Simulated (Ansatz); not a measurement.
Calculated with Ansatz (gas phase, PBE0-D4/def2-TZVP geometries, no zero-point term in ΔE). CBS: MP2 limit from def2 TZ/QZ plus the TZ coupled-cluster correction, frozen cores. This one scheme is used for every species, atoms too. For atomizations the MP2-based limit and the directly extrapolated one differ by several kJ/mol either way, and by 10 to 25 for some Ge, Se and Sn compounds, so smaller differences from it don't rank the levels. Functionals use def2-TZVPP. B3LYP here is the variant with VWN-RPA as its local correlation; programs differ in this. HSE06 is defined as in plane-wave codes. No spin–orbit coupling; open shells (•) take unrestricted orbitals. Spin–orbit coupling would lower the free atoms: a little for S, Si. For Zn outer-core shells are correlated without core-valence functions, so the limit isn't a true one: a few kJ/mol of doubt a bond, and 10 to 20 or more in all where bonds break to atoms. Scalar relativity is left out up to krypton.

Reaction (atomization): `N1[SiH2][S][Zn][SiH2]1` → 5 H• + N• + S• + 2 Si• + Zn (atom)

```csv
level,ΔE (kJ/mol),difference from CCSD(T)/CBS
r2SCAN0-D4,2973.1,-27.4
BHLYP-D4,2920.0,-80.5
ωB97X-V,3039.6,39.1
r2SCAN,3005.4,4.9
PBE0,2953.3,-47.2
B3LYP,2914.2,-86.3
r2SCAN0,2963.5,-37.0
HSE06,2956.6,-43.9
BHLYP,2871.1,-129.4
LC-ωPBE,2983.9,-16.6
HF/def2-SVP,2070.3,-930.2
CCSD/def2-SVP,2669.8,-330.7
MP2/def2-TZVPP,2933.2,-67.3
CCSD/def2-TZVPP,2834.3,-166.2
SCS-MP2/def2-QZVPP,3007.7,7.2
HF/CBS(def2),2119.6,-880.9
CCSD(T)/CBS,3000.5,0
```

Largest T1 diagnostic among the species: 0.017.

From PBE to PBE0 (25 % exact exchange), in def2-TZVPP and without D4, ΔE moves by −20.9 kJ/mol: exact exchange takes away binding that semilocal exchange gives to molecules. The D4 term adds +55.9 kJ/mol with B3LYP and +29.1 kJ/mol with PBE0; it sums over pairs of atoms, weighted by their polarisabilities, and B3LYP, whose exchange is more repulsive, gets the larger term.
